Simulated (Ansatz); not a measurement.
Harmonic vibrations of H6OSi2Zn (`O[SiH2][SiH2][ZnH]`) by finite differences.

```yaml
crystal:
  periodic: [false, false, false]
  atoms:
    - {symbol: O, position_ang: [-1.794630, 1.312657, 0.338425]}
    - {symbol: Si, position_ang: [-0.353084, 1.306082, -0.478441]}
    - {symbol: Si, position_ang: [0.569406, -0.840008, -0.685951]}
    - {symbol: Zn, position_ang: [0.838412, -1.983601, 1.379695]}
    - {symbol: H, position_ang: [-1.777497, 1.093595, 1.270342]}
    - {symbol: H, position_ang: [-0.664341, 1.898750, -1.803760]}
    - {symbol: H, position_ang: [0.647293, 2.179113, 0.207363]}
    - {symbol: H, position_ang: [-0.280970, -1.639208, -1.618787]}
    - {symbol: H, position_ang: [1.897283, -0.668977, -1.352930]}
    - {symbol: H, position_ang: [1.001229, -2.709503, 2.747045]}
basis:
  gaussian: {orbitals: def2-TZVP}
hamiltonian: {xc: pbe0, dispersion: d4}
phonons: {temperatures: {t_min: 298.15, t_max: 900, t_step: 200}}
```

```sh
$ ansatz run in.yaml --threads 4 --pin off --events-out ev --progress --plain --max-ram 10444MiB
```

It prints (some lines left out):

```
Functional definition: PBE0
  name "PBE0"
  cite "Adamo & Barone, J. Chem. Phys. 110, 6158 (1999) doi:10.1063/1.478522"
  cite "Perdew, Burke & Ernzerhof, Phys. Rev. Lett. 77, 3865 (1996) doi:10.1103/PhysRevLett.77.3865"
  parent pbe
  parameter a = 0.25
  parameter kappa = 0.804
  parameter beta = 0.06672455060314922
  exchange = (1 - a)*pbe_x(kappa = kappa, mu = beta*pi^2/3) + a*exact_x
  correlation = pbe_c(beta = beta)
mean field -66306.31966880 eV, -2436.7123037906 hartree, gradient 2.5e-5 eV, S^2 0.000000; 0 other end points of the search recorded, 0 dependent functions left out
the calculation of the forces begins
these checks for a lower state are left out or cut short: stability, starts, cluster_reference, orbital_swaps, neighbouring_geometries, increment
mean field -66306.31957000 eV, -2436.7123001599 hartree, gradient 7.8e-7 eV, S^2 0.000000; 0 other end points of the search recorded, 0 dependent functions left out
the calculation of the forces begins
these checks for a lower state are left out or cut short: stability, starts, cluster_reference, orbital_swaps, neighbouring_geometries, increment
mean field -66306.31962446 eV, -2436.7123021612 hartree, gradient 2.9e-6 eV, S^2 0.000000; 0 other end points of the search recorded, 0 dependent functions left out
the calculation of the forces begins
these checks for a lower state are left out or cut short: stability, starts, cluster_reference, orbital_swaps, neighbouring_geometries, increment
mean field -66306.31968047 eV, -2436.7123042196 hartree, gradient 1.5e-6 eV, S^2 0.000000; 0 other end points of the search recorded, 0 dependent functions left out
the calculation of the forces begins
these checks for a lower state are left out or cut short: stability, starts, cluster_reference, orbital_swaps, neighbouring_geometries, increment
mean field -66306.31962656 eV, -2436.7123022384 hartree, gradient 1.6e-6 eV, S^2 0.000000; 0 other end points of the search recorded, 0 dependent functions left out
the calculation of the forces begins
these checks for a lower state are left out or cut short: stability, starts, cluster_reference, orbital_swaps, neighbouring_geometries, increment
mean field -66306.31948289 eV, -2436.7122969588 hartree, gradient 1.2e-6 eV, S^2 0.000000; 0 other end points of the search recorded, 0 dependent functions left out
the calculation of the forces begins
these checks for a lower state are left out or cut short: stability, starts, cluster_reference, orbital_swaps, neighbouring_geometries, increment
mean field -66306.31947691 eV, -2436.7122967389 hartree, gradient 1.3e-6 eV, S^2 0.000000; 0 other end points of the search recorded, 0 dependent functions left out
the calculation of the forces begins
these checks for a lower state are left out or cut short: stability, starts, cluster_reference, orbital_swaps, neighbouring_geometries, increment
mean field -66306.31955858 eV, -2436.7122997403 hartree, gradient 9.1e-7 eV, S^2 0.000000; 0 other end points of the search recorded, 0 dependent functions left out
the calculation of the forces begins
these checks for a lower state are left out or cut short: stability, starts, cluster_reference, orbital_swaps, neighbouring_geometries, increment
mean field -66306.31956201 eV, -2436.7122998661 hartree, gradient 8.1e-7 eV, S^2 0.000000; 0 other end points of the search recorded, 0 dependent functions left out
[...]
these checks for a lower state are left out or cut short: stability, starts, cluster_reference, orbital_swaps, neighbouring_geometries, increment
mean field -66306.31963246 eV, -2436.7123024551 hartree, gradient 2.1e-6 eV, S^2 0.000000; 0 other end points of the search recorded, 0 dependent functions left out
the calculation of the forces begins
these checks for a lower state are left out or cut short: stability, starts, cluster_reference, orbital_swaps, neighbouring_geometries, increment
mean field -66306.31961934 eV, -2436.7123019731 hartree, gradient 2.2e-6 eV, S^2 0.000000; 0 other end points of the search recorded, 0 dependent functions left out
the calculation of the forces begins
these checks for a lower state are left out or cut short: stability, starts, cluster_reference, orbital_swaps, neighbouring_geometries, increment
mean field -66306.31965997 eV, -2436.7123034662 hartree, gradient 1.8e-6 eV, S^2 0.000000; 0 other end points of the search recorded, 0 dependent functions left out
the calculation of the forces begins
these checks for a lower state are left out or cut short: stability, starts, cluster_reference, orbital_swaps, neighbouring_geometries, increment
mean field -66306.31966756 eV, -2436.7123037451 hartree, gradient 1.7e-6 eV, S^2 0.000000; 0 other end points of the search recorded, 0 dependent functions left out
the calculation of the forces begins
these checks for a lower state are left out or cut short: stability, starts, cluster_reference, orbital_swaps, neighbouring_geometries, increment
mean field -66306.31964678 eV, -2436.7123029813 hartree, gradient 1.5e-6 eV, S^2 0.000000; 0 other end points of the search recorded, 0 dependent functions left out
the calculation of the forces begins
these checks for a lower state are left out or cut short: stability, starts, cluster_reference, orbital_swaps, neighbouring_geometries, increment
mean field -66306.31966224 eV, -2436.7123035495 hartree, gradient 2.7e-6 eV, S^2 0.000000; 0 other end points of the search recorded, 0 dependent functions left out
the calculation of the forces begins
these checks for a lower state are left out or cut short: stability, starts, cluster_reference, orbital_swaps, neighbouring_geometries, increment
mean field -66306.31966970 eV, -2436.7123038237 hartree, gradient 1.4e-6 eV, S^2 0.000000; 0 other end points of the search recorded, 0 dependent functions left out
the calculation of the forces begins
these checks for a lower state are left out or cut short: stability, starts, cluster_reference, orbital_swaps, neighbouring_geometries, increment
mean field -66306.31966327 eV, -2436.7123035876 hartree, gradient 1.6e-6 eV, S^2 0.000000; 0 other end points of the search recorded, 0 dependent functions left out
the calculation of the forces begins
these checks for a lower state are left out or cut short: stability, starts, cluster_reference, orbital_swaps, neighbouring_geometries, increment
mean field -66306.31964685 eV, -2436.7123029841 hartree, gradient 1.9e-6 eV, S^2 0.000000; 0 other end points of the search recorded, 0 dependent functions left out
the calculation of the forces begins
these checks for a lower state are left out or cut short: stability, starts, cluster_reference, orbital_swaps, neighbouring_geometries, increment
mean field -66306.31967062 eV, -2436.7123038576 hartree, gradient 1.2e-6 eV, S^2 0.000000; 0 other end points of the search recorded, 0 dependent functions left out
the calculation of the forces begins
these checks for a lower state are left out or cut short: stability, starts, cluster_reference, orbital_swaps, neighbouring_geometries, increment
mean field -66306.31965130 eV, -2436.7123031476 hartree, gradient 1.8e-6 eV, S^2 0.000000; 0 other end points of the search recorded, 0 dependent functions left out
the calculation of the forces begins
these checks for a lower state are left out or cut short: stability, starts, cluster_reference, orbital_swaps, neighbouring_geometries, increment
mean field -66306.31962508 eV, -2436.7123021839 hartree, gradient 2.5e-6 eV, S^2 0.000000; 0 other end points of the search recorded, 0 dependent functions left out
the calculation of the forces begins
Total energy: -66306.51166748 eV, -2436.7193596119 hartree
Atom 0 at    -1.794630     1.312657     0.338425 Å, force     0.001881     0.001005    -0.003067 eV/Å
Atom 1 at    -0.353084     1.306082    -0.478441 Å, force    -0.002749     0.000934     0.001835 eV/Å
Atom 2 at     0.569406    -0.840008    -0.685951 Å, force     0.000024    -0.001399    -0.000596 eV/Å
Atom 3 at     0.838412    -1.983601     1.379695 Å, force    -0.000645     0.001810     0.002104 eV/Å
Atom 4 at    -1.777497     1.093595     1.270342 Å, force     0.000482    -0.000603     0.001808 eV/Å
Atom 5 at    -0.664341     1.898750    -1.803760 Å, force     0.000631    -0.001138     0.000696 eV/Å
Atom 6 at     0.647293     2.179113     0.207363 Å, force    -0.000534    -0.000215    -0.000367 eV/Å
Atom 7 at    -0.280970    -1.639208    -1.618787 Å, force    -0.000221     0.000235    -0.000736 eV/Å
Atom 8 at     1.897283    -0.668977    -1.352930 Å, force     0.000892     0.000263    -0.000756 eV/Å
Atom 9 at     1.001229    -2.709503     2.747045 Å, force     0.000240    -0.000893    -0.000921 eV/Å
Dipole moment:     0.121289    -0.121542     0.244129 e Å
Vibrations: 38.91 69.66 152.23 177.71 302.92 306.13 387.71 422.54 436.67 496.25 621.38 645.11 728.56 829.73 868.13 898.84 907.28 944.79 1853.01 2170.63 2176.81 2186.71 2230.23 3929.64 cm⁻¹, zero-point energy 1.474271 eV
```

Hardware: 4 threads of an Arm Neoverse V1 on a shared host. Wall time 3 min, peak host memory 0.58 GiB.
